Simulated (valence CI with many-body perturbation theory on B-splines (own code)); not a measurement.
## A CI+MBPT run for Tm45+

Calculated by valence CI with perturbative core correlation (CI+MBPT): six valence electrons over a frozen Dirac-Fock core [Ar], radial functions for each j: 7 s, 7 p, 8 d, 6 f, 4 g, 1 h, with the one-electron correlation potential Σ1 (screened to all orders), the two-electron term Σ2, the three-electron term Σ3, Breit, model QED; selected single and double excitations, second order for the rest, scaled by the run's own slope (own B-spline code, finite nucleus).

Command, and the settings that its task file holds:

```sh
python run_cv.py task.json out
```

```
atom Tm  Z=69  mass_number=169  rms_radius_fm=5.2256
core [Ar]
valence 3d6
avg = 1
basis = M
breit = 1
cap = 60000
capref = 1200
cscale = 1
de = 0.0
dress = 0
eps = 2e-08
extrap = 1
h = 0.27
hh = 1
l2 = 3
lcore = 6
maxit = 60
n2 = 5
natural = 1
nlev = 35
nno = [4, 4, 5, 4, 3, 1]
nroot = 26
nsp = [3, 3, 3, 2, 1, 0]
pt2 = 1
qed = 1
rpa = 1
s1 = 1
s2 = 1
s3 = 1
screen = 1
tol = 2e-05
whole = 1
```

Problem. Roughly how long does this run take on one core of Intel(R) Xeon(R) Processor @ 2.30GHz, and how much memory?

Solution. 5.8 min on 1 thread of Intel(R) Xeon(R) Processor @ 2.30GHz, on a shared host, peak memory 1.8 GiB.

Log. The first blocks belong to the next ion, which gives the ionisation energy. Fields: 2J, parity (1 odd), roots, reference size, generating configurations, candidates as configurations/state functions, variational space P, stored matrix elements, Davidson steps; e2 is the range of second-order energies in hartree. The first line gives the box (bohr), its intervals, the orbitals and the steps of their self-consistent field. Window is the range of levels sought, series limit the energy at which the first omitted orbital would enter, core excitation an estimate of the first excitation out of the core, left out the lowest levels not solved, and shifts from estimates the range by which levels moved from their first estimate, all in cm⁻¹.

```
rmax 2.5 intervals 56 orbitals 59 references ['3d6', '3d5 4s', '3d5 4p'] scf 4 t 0.7
2J=5 par=0 roots 2 ref 81 generators 4 cand 3453/45011 P 599/5994 nnz 9.6e+06 it 5
2J=5 par=0 roots 2 ref 81 generators 4 cand 2872/39098 P 2236/28987 nnz 1.7e+08 it 5
   second order: generators 8 cand 5382/137508 e2 -0.00013 -0.00006
reference levels 654, estimated 34, window 1676697 1/cm; series limit 23528488, core excitation 2337197
2J=8 par=0 roots 7 ref 77 generators 4 cand 3876/75117 P 544/11926 nnz 3.1e+07 it 5
2J=8 par=0 roots 7 ref 77 generators 4 cand 3488/65741 P 1526/32167 nnz 2e+08 it 5
   second order: generators 7 cand 11469/1278745 e2 -0.00389 -0.00288
2J=4 par=0 roots 8 ref 86 generators 4 cand 3970/64536 P 610/12000 nnz 3e+07 it 5
2J=4 par=0 roots 8 ref 86 generators 4 cand 3528/55103 P 1836/32492 nnz 2e+08 it 8
   second order: generators 9 cand 14465/1163969 e2 -0.00226 -0.00148
2J=0 par=0 roots 5 ref 26 generators 4 cand 3111/13839 P 2683/11998 nnz 2.5e+07 it 7
2J=0 par=0 roots 5 ref 26 generators 4 cand 962/4365 P 3399/15422 nnz 4.1e+07 it 5
   second order: generators 10 cand 13227/262097 e2 -0.00008 -0.00004
2J=6 par=0 roots 6 ref 88 generators 3 cand 3372/74293 P 452/11982 nnz 3.4e+07 it 5
2J=6 par=0 roots 6 ref 88 generators 3 cand 3046/64874 P 1236/30600 nnz 2e+08 it 7
   second order: generators 6 cand 11285/1198401 e2 -0.00328 -0.00275
2J=2 par=0 roots 4 ref 60 generators 3 cand 3298/42292 P 771/11998 nnz 3.2e+07 it 6
2J=2 par=0 roots 4 ref 60 generators 3 cand 2705/32826 P 2337/31687 nnz 1.9e+08 it 7
   second order: generators 7 cand 10945/647340 e2 -0.00028 -0.00018
2J=10 par=0 roots 2 ref 52 generators 2 cand 3329/65718 P 460/12000 nnz 3.7e+07 it 5
2J=10 par=0 roots 2 ref 52 generators 2 cand 2995/56250 P 1175/28714 nnz 1.9e+08 it 5
   second order: generators 3 cand 8052/923922 e2 -0.00225 -0.00207
2J=12 par=0 roots 2 ref 31 generators 2 cand 3207/52315 P 602/11980 nnz 3.6e+07 it 5
2J=12 par=0 roots 2 ref 31 generators 2 cand 2755/42856 P 1613/29154 nnz 1.9e+08 it 5
   second order: generators 2 cand 1744/25682 e2 -0.00095 -0.00084
left out: unestimated 11908684, estimated none, shifts from estimates -513 to 1323
operators 1.1
```

The Davidson iterations converged.

The last digits are not significant, and no measured levels were compared; by estimate large intervals hold to a few tenths of a per cent, small ones and those within an open d or f shell to about a per cent. Core correlation moves these levels by up to 12000 cm⁻¹, and in measured spectra 5 to 20 % of such shifts remained as error; rates that hang on mixing are uncertain with them. Among the levels kept, up to 1000 cm⁻¹ of a level comes from second order outside the variational space, and about a tenth of that is noise between levels of different J, which matters for small intervals. Only levels of the ground parity were solved; by the run's estimate the other parity begins above the list, which can be wrong where configurations are misplaced.

```
Valence energy                            : -909.294 hartree
Ionisation energy                         : 3774.9 eV (NIST: 3775 ± 4 eV (theoretical))
Reference configurations for the orbitals : 3d6, 3d5 4s, 3d5 4p
Radial orbitals                           : 59
Box radius                                : 2.491 bohr
Largest variational space                 : 32492
Lowest levels                             : (3d3/2^4 3d5/2^2) J=4 0.000, (3d3/2^4 3d5/2^2) J=2 6.852, (3d3/2^4 3d5/2^2) J=0 22.095, (3d3/2^3 3d5/2^3) J=3 [a] 43.288, (3d3/2^3 3d5/2^3) J=4 [a] 45.208, (3d3/2^3 3d5/2^3) J=1 [a] 47.620, (3d3/2^3 3d5/2^3) J=5 52.391, (3d3/2^3 3d5/2^3) J=6 52.391, (3d3/2^3 3d5/2^3) J=2 [a] 58.323, (3d3/2^3 3d5/2^3) J=3 [b] 59.568, (3d3/2^3 3d5/2^3) J=0 68.576, (3d3/2^3 3d5/2^3) J=4 [b] 71.631, (3d3/2^3 3d5/2^3) J=2 [b] 71.811, (3d3/2^3 3d5/2^3) J=1 [b] 72.295 eV
```

Levels are named by their leading jj configuration (3d3/2^4 stands for four electrons in 3d with j = 3/2), which in mixed levels can hold well under half, so a name can repeat and another be missing. Letters in brackets count levels of one name in rising energy.
